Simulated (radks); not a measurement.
Task: The table gives one normalised radial function P(r) = r R(r) of Rh18+ in [Ar] 3d9 (r in bohr). All-electron calculation, non-relativistic Kohn-Sham, LB94 model potential, spin-polarised, spherical densities, point nucleus; open shells are filled with parallel spins first (spin-orbit coupling, left out, can overturn this in heavy ions); relativity is left out, which matters for an element this heavy. Program: a radial shooting solver on a logarithmic mesh with Libxc functionals.

r	P
0.001247	0.0979
0.001395	0.1088
0.00156	0.1208
0.001745	0.1339
0.001952	0.1484
0.002183	0.1642
0.002442	0.1815
0.002731	0.2003
0.003055	0.2207
0.003417	0.2427
0.003821	0.2663
0.004274	0.2915
0.004781	0.3183
0.005348	0.3465
0.005981	0.3758
0.00669	0.4060
0.007483	0.4367
0.00837	0.4672
0.009362	0.4969
0.01047	0.5248
0.01171	0.5498
0.0131	0.5705
0.01465	0.5853
0.01639	0.5923
0.01833	0.5895
0.0205	0.5747
0.02293	0.5454
0.02565	0.4993
0.02869	0.4344
0.03209	0.3489
0.0359	0.2420
0.03983	0.1236
0.04455	-0.0228
0.04983	-0.1856
0.05574	-0.3589
0.06234	-0.5345
0.06973	-0.7015
0.07799	-0.8465
0.08724	-0.9545
0.09758	-1.0098
0.1091	-0.9974
0.1221	-0.9056
0.1365	-0.7281
0.1527	-0.4662
0.1708	-0.1312
0.1911	0.2558
0.2137	0.6640
0.239	1.0569
0.2674	1.3962
0.2991	1.6477
0.3345	1.7873
0.3741	1.8046
0.4185	1.7058
0.4681	1.5120
0.5236	1.2557
0.5856	0.9741
0.655	0.7027
0.7326	0.4684
0.8195	0.2864
0.9166	0.1592
1.025	0.0797
1.147	0.0355
1.283	0.0139

Which n and l does it have? It may be an empty orbital.

Result: n = 3, l = 0: the number of nodes gives n - l - 1 = 2, the rise at small r (about r^(l+1)) gives l, and the extent must fit the shell. The curve is that of 3s up; the table hardly tells the two spins apart. 3s up: eigenvalue -1053.6 eV, 2 radial nodes at r = 0.0438, 0.178 bohr, <r> = 0.395 bohr, 90 % of the charge inside 0.579 bohr.
